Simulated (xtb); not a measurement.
CrO2F, SMILES [O]=[Cr+](=[O])[F], charge +1, multiplicity 1. All values are semi-empirical tight-binding results from xtb (GFN2-xTB unless named), good for trends rather than for accurate numbers. The structure is a stationary point at GFN2-xTB. The spin state was assumed, not searched. The isomer is the one that the SMILES or the coordinates give; other isomers of the formula were not compared.

Optimised geometry:

Bond lengths (Å): Cr1–O2 1.548, Cr1–O3 1.548, Cr1–F4 1.644. Angles (°): O2–Cr1–O3 110.6, O2–Cr1–F4 108.4, O3–Cr1–F4 108.4.
Charge +1, spin multiplicity 1.

For metal compounds this method's bond lengths and energies can be far off.

* **point group as xtb finds it**: Cs
* **orbital gap**: 0.63 eV
* **zero-point energy**: 4.9 kcal/mol
* **G − E(el) at 298.15 K (modified RRHO)**: -12.4 kcal/mol

Computed atomic charges and the Wiberg bond orders between heavy atoms:
charges (e) Cr1 1.03, O2 -0.03, O3 -0.03, F4 0.04. Bond orders Cr1–O2 2.38, Cr1–O3 2.38, Cr1–F4 1.53.
